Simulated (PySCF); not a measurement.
BH4NO. Atoms are numbered in the order given.

```xyz
7

B     -0.5032     0.0465     0.0000
H     -1.6994     0.0535     0.0000
O      0.1246     1.2660     0.0000
H      1.0864     1.2123     0.0000
N      0.1801    -1.1828     0.0000
H     -0.3105    -2.0601     0.0000
H      1.1822    -1.2859     0.0000
```
Charge 0, spin multiplicity 1.

The structure is a stationary point at r2SCAN-D4/def2-TZVP. One conformer was computed; it need not be the lowest.

Level of theory: M06-2X/def2-TZVPD in PySCF.

The molecule is in vacuum.

```
Quantity                                                                                                        Value
---------------------------------------------------------------------------------------------  ----------------------
total energy                                                                                       -157.32790 hartree
point group                                                                                                        Cs
highest occupied level                                                                                       -9.47 eV
lowest empty level                                                                                            0.01 eV
orbital gap                                                                                                   9.48 eV
dipole moment                                                                                               0.571 e·Å
quadrupole, principal values (traceless, Buckingham form, about the centre of nuclear charge)  -3.33, -1.19, 4.52 D·Å
mean static polarisability                                                                       29.3 bohr³ (4.34 Å³)
polarisability, principal values                                                               24.1, 30.6, 33.2 bohr³
```
